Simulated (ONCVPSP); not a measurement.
**Before and after: ONCV potential for Ir**

ONCVPSP 4.0.1 input, shortened (lines: element, Z, core and valence counts, functional; n l f; lmax; l rc ep ncon nbas qcut; lloc lpopt rc5 dvloc0; l nproj debl; icmod fcfact rcfact), Wu-Cohen, scalar-relativistic:

```
  Ir 77.00    9    5  -118130      upf
    1    0    2.00
    2    0    2.00
    2    1    6.00
    3    0    2.00
    3    1    6.00
    3    2   10.00
    4    0    2.00
    4    1    6.00
    4    2   10.00
    4    3   14.00
    5    0    2.00
    5    1    6.00
    5    2    7.00
    6    0    1.00
    3
    0    1.65    0.00    4    8    7.00
    1    1.50    0.00    4    8   10.40
    2    2.00    0.00    3    7    6.10
    3    0.65    0.00    4    9   27.50
    4    5    0.60    2.00
    0    2    0.70
    1    2    1.90
    2    2    3.80
    3    3    3.50
    0    0.00    0.00
```

In the p channel the program set the typed energies aside and used -2.318, 0.250 Ha.

Change: d: qcut 7.2.

Cutoffs: the cutoffs (Ha) at which the residual kinetic energy of the hardest occupied pseudo-wave falls to 1 and 0.1 mHa per electron; they do not see the model core or the augmentation charge, which bear on the density cutoff. Errors are all-electron minus pseudo energies relative to the spin-unpolarised reference configuration.

**Question.** What does the change do?

**Answer.** The potential gets neither clearly harder nor softer (315 Ha and 344 Ha → 315 Ha and 344 Ha); the bound ghosts move from d, p, s to p, s; of the 4 tests that both files solve, the error grows in 1 and shrinks in 1 by more than 15 % and 0.3 meV (median size 5.2 → 8.3 meV).

| quantity | base | changed |
| --- | --- | --- |
| cutoff, loose | 315 Ha | 315 Ha |
| cutoff, tight | 344 Ha | 344 Ha |
| loose cutoff by channel | s 19 Ha, p 34 Ha, d 15 Ha, f 315 Ha | s 19 Ha, p 34 Ha, d 17 Ha, f 315 Ha |
| bound ghosts | s, p, d | s, p |
| GHOST(+) flags under 300 eV | none | d at 275.1 eV |
| error for 4f14 5s2 5p6 5d7 6s2, meV [ΔE -9.94 eV] | +2.7 | +2.2 |
| error for 4f14 5s2 5p6 5d7 6s0, meV [ΔE 17.51 eV] | -7.8 | -8.3 |
| error for 4f14 5s2 5p6 5d6 6s0, meV [ΔE 48.09 eV] | -11 | -12 |
| error for 4f14 5s2 5p6 5d8 6s0, meV [ΔE -1.24 eV] | -2.1 | -8.3 |
| s: phases at 1.68 bohr within 0.05 rad from the reference energy up to (Ha; the scan ends near 5) | to the end of the scan | to the end of the scan |
| p: phases at 1.52 bohr within 0.05 rad from the reference energy up to (Ha; the scan ends near 5) | to the end of the scan | to the end of the scan |
| d: phases at 2.03 bohr within 0.05 rad from the reference energy up to (Ha; the scan ends near 5) | to the end of the scan | to the end of the scan |
| f: phases at 0.66 bohr within 0.05 rad from the reference energy up to (Ha; the scan ends near 5) | to the end of the scan | to the end of the scan |

 A true bound ghost makes a file unfit for plane-wave use even where its test errors are small: the radial tests pick states by their node count and pass the ghost by.
